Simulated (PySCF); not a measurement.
A species of formula C4H9ClSSi has this rotational fingerprint, computed with B3LYP/def2-SVPD in PySCF (dipole) on a GFN2-xTB geometry, gas phase:

| Property | Result |
| --- | --- |
| Rotational constants | A = 4123, B = 697.8, C = 674.5 MHz |
| Dipole components | \|μa\| = 0.14 D, \|μb\| = 0.89 D, \|μc\| = 0.00 D |
| Inertial defect | -97.55 u·Å² |
| κ | -0.99 |

Question: Which structure is it? (One computed conformer of each.)
A. `[CH2:1]=[CH:2][CH2:3][CH2:4][S:5][SiH2:6][Cl:7]` with C1–C2–C3–C4 122°, C2–C3–C4–S5 176°, C3–C4–S5–Si6 71°, C4–S5–Si6–Cl7 37°
B. `[CH3:1][S:2][Si:3]1([Cl:4])[CH2:5][CH2:6][CH2:7]1` with C1–S2–Si3–Cl4 37°
C. `[CH3:1][S:2][C@H:3]1[CH2:4][Si@H:5]([Cl:6])[CH2:7]1` with C1–S2–C3–C4 -58°
D. `[CH2:1]=[CH:2][S:3][CH2:4][CH2:5][SiH2:6][Cl:7]` with C1–C2–S3–C4 4°, C2–S3–C4–C5 170°, S3–C4–C5–Si6 -63°, C4–C5–Si6–Cl7 -50°

Answer: C. It is CS[C@H]1C[Si@H](Cl)C1, a near-prolate asymmetric top, point group Cs. The candidates at the same level (rigid rotor, commonest isotopes):

```tsv
SMILES	A (MHz)	B (MHz)	C (MHz)	μa (D)	μb (D)	μc (D)	Δ (u·Å²)	point group	rotor
C=CSCC[SiH2]Cl	2383	773.3	679.3	0.28	1.00	1.13	-121.68	C1	asymmetric top
C=CCCS[SiH2]Cl	1883	866.1	654.7	0.89	0.13	0.42	-79.92	C1	asymmetric top
CS[C@H]1C[Si@H](Cl)C1	4123	697.8	674.5	0.14	0.89	0.00	-97.55	Cs	near-prolate asymmetric top
CS[Si]1(Cl)CCC1	1920	1169	874.7	0.20	0.16	0.88	-117.91	C1	asymmetric top
```

`C=CCCS[SiH2]Cl` has A 54 % too low; `C=CSCC[SiH2]Cl` has A 42 % too low; `CS[Si]1(Cl)CCC1` has B 67 % too high. In the right answer the mirror of this Cs structure is the ab plane, so μc vanishes by symmetry. No structure here is proved a minimum.
